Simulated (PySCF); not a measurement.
Radial density of F+ (fluorine, charge +1)

CAM-B3LYP, [He] 2s2 2p4, high-spin 3P determinant. Calculation: PySCF 2.14, in aug-cc-pVTZ-DK (5s4p3d2f, 46 functions); scalar relativity by spin-free X2C-1e.

```tsv
r (bohr)	4πr²ρ (e/bohr)	4πr²(ρα − ρβ)
0.00324	0.05958	0.0000
0.00546	0.1608	0.0000
0.00918	0.4163	0.0000
0.0154	1.040	0.0001
0.0260	2.416	0.0005
0.0437	4.961	0.0031
0.0735	8.237	0.0180
0.124	9.692	0.0947
0.208	6.820	0.3796
0.350	4.053	1.1210
0.588	5.591	1.9164
0.989	4.773	1.5098
1.66	1.320	0.4069
2.80	0.09120	0.0258
4.71	0.0001375	0.0000
```

Densities and radii are taken from the X2C orbitals without a picture-change correction, which distorts them close to the nucleus.
